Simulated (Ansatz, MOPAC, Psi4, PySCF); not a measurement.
Molecule: C2N (charge 0, doublet). SMILES: [C][N][C]
Geometry from a B3LYP-D3(BJ)/def2-TZVP (Ansatz, a program for electronic structure) optimisation:
```
N
C 1 1.2396
C 1 1.2396 2 180.00
```
Charge 0, spin multiplicity 2.

Wanted: enthalpy of formation at 298 K, in kcal/mol. Conventions: dispersion terms only where a functional's name holds one; frozen cores in correlated levels; spin-orbit terms left out; 6-311+G** with 5d; UHF or UKS for open shells; six Cartesian d functions in 6-31G* and its kin unless marked 5d; non-relativistic; PM7 with its own dispersion and hydrogen-bond terms. Ab initio and DFT rows: single points at B3LYP-D3(BJ) geometries (Ansatz), with unscaled harmonic terms from B3LYP/6-31G* (Ansatz) at its own minima, enthalpies of formation by atomisation with measured atoms. Semi-empirical rows: MOPAC heats of formation at their own minima for 298 K. A UHF reference is markedly spin-contaminated in at least one set, which strains HF and MP2.

```tsv
level	program	enthalpy of formation at 298 K (kcal/mol)
PM6	MOPAC	143.9
PM7	MOPAC	132.2
MNDO	MOPAC	167.3
HF/STO-3G	Ansatz	313.1
PBE/6-31G*	Ansatz	136.8
PBE/6-311+G**	Ansatz	139.1
BP86/6-31G* (5d)	PySCF	139.1
B3LYP/6-31G*	Ansatz	159.3
B3LYP/6-31+G*	Ansatz	161.6
wB97X-D/6-31G*	Psi4	163.4
wB97X-D/6-311+G**	Psi4	164.8
MP2/STO-3G	Ansatz	246.7
MP2/6-311+G**	Ansatz	185.8
PBE0/def2-TZVPD	Ansatz	154.3
M06-2X/def2-TZVPD	PySCF	159.4
B2PLYP-D3(BJ)/def2-TZVPD	Ansatz + dftd3	160.3
```

No value to compare with is used here. The 13 habitual levels span 132.2 (PM7) to 313.1 kcal/mol (HF/STO-3G); M06-2X/def2-TZVPD gives 159.4.

The levels are drawn from those run, B3LYP/6-31G* more often than the rest, none by its result; left out are runs that failed, that the program found above a lower state of the same kind, or whose <S^2> lies over 0.5 above the pure value.
